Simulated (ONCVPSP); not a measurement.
# cobalt (Co), ONCV: configuration errors across variants

ONCVPSP 4.0.1 input, shortened (lines: element, Z, core and valence counts, functional; n l f; lmax; l rc ep ncon nbas qcut; lloc lpopt rc5 dvloc0; l nproj debl; icmod fcfact rcfact), PBEsol, fully relativistic:

```
  Co 27.00    3    4  -116133      upf
    1    0    2.00
    2    0    2.00
    2    1    6.00
    3    0    2.00
    3    1    6.00
    3    2    7.00
    4    0    2.00
    2
    0    1.05    0.00    4    7   12.90
    1    0.75    0.00    4    7   10.00
    2    1.40    0.00    3    8   13.60
    4    5    0.55    0.00
    0    2    2.40
    1    2    1.80
    2    3    2.90
    3    2.00    1.50
```

Open shells are filled in proportion to 2j + 1.

In the p channel the program set the typed energies aside and used -2.384, 0.250 Ha (j = l + 1/2; the other j can differ).

All-electron excitation energies from the reference (eV): (1) 3s2 3p6 3d7 4s1 9.046; (2) 3s2 3p6 3d7 4s0 25.744; (3) 3s2 3p6 3d6 4s0 61.581; (4) 3s2 3p6 3d7.5 4s1.5 -0.965.

2 further variants failed, have other tests or another functional or relativity, and are left out.

Errors AE − PS in meV (a dash: test not solved or not reliable):

```json
{"change": "base", "(1)": "+1.2", "(2)": "+5.9", "(3)": "+9.8", "(4)": "+3.1", "bound ghosts": "none", "GHOST(+) flags above zero": "s"}
{"change": "p: qcut 8.3", "(1)": "+1.2", "(2)": "+5.8", "(3)": "+9.9", "(4)": "+3.1", "bound ghosts": "none", "GHOST(+) flags above zero": "s"}
{"change": "d: debl 4.85", "(1)": "+1.2", "(2)": "+5.9", "(3)": "+9.8", "(4)": "+3.1", "bound ghosts": "none", "GHOST(+) flags above zero": "s, d5/2, d3/2"}
{"change": "p: nproj 1", "(1)": "+1.2", "(2)": "+5.9", "(3)": "+10", "(4)": "+3.1", "bound ghosts": "none", "GHOST(+) flags above zero": "s"}
{"change": "core correction none", "(1)": "+1.2", "(2)": "+6.0", "(3)": "+9.9", "(4)": "+3.2", "bound ghosts": "none", "GHOST(+) flags above zero": "s"}
{"change": "d: qcut 14.6", "(1)": "+1.1", "(2)": "+5.4", "(3)": "+8.6", "(4)": "+2.7", "bound ghosts": "none", "GHOST(+) flags above zero": "s"}
{"change": "p: rc 0.88", "(1)": "+1.2", "(2)": "+5.8", "(3)": "+10.0", "(4)": "+3.1", "bound ghosts": "none", "GHOST(+) flags above zero": "s"}
```

Question: Give the same row for: core correction Teter function, fcfact 3, rcfact 1.5.

Answer: +1.2, +5.9, +9.9, +3.1; bound ghosts: none; GHOST(+) flags above zero: s.
